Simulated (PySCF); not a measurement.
## C+ (carbon, charge +1) across methods

[He] 2s1 2p1 3s1, high-spin 4P determinant (an excited configuration). Computed with PySCF 2.14 in dyall-av3z, with the non-relativistic Hamiltonian (point nucleus).

```csv
method,E (hartree),mean ε 2s α (eV),mean ε 2p α (eV),mean ε 3s α (eV),Σ⟨r²⟩ (bohr²),⟨S²⟩
PBE,-36.6384,-34.082,-25.976,-8.182,23.66,3.750
LDA,-36.3024,-33.938,-25.719,-8.178,23.75,3.750
r2SCAN,-36.6745,-34.755,-26.699,-8.166,24.12,3.750
BHandHLYP,-36.6805,-38.228,-30.012,-8.969,24.20,3.750
PBE0,-36.6481,-36.288,-28.077,-8.711,23.85,3.750
PW91,-36.6670,-34.146,-26.071,-8.203,23.59,3.750
UHF,-36.60397,-42.551,-34.116,-9.964,24.69,3.750
B97-3,-36.6776,-36.366,-28.100,-8.690,23.80,3.750
```

Question: Estimate the same row for M06-L.

Answer: E (hartree) = -36.6764; mean ε 2s α (eV) = -34.588; mean ε 2p α (eV) = -26.614; mean ε 3s α (eV) = -8.162; Σ⟨r²⟩ (bohr²) = 24.03; ⟨S²⟩ = 3.750.

The outer electron is Rydberg-like, and this basis confines it to a smaller radius and binds it less than a complete one would.
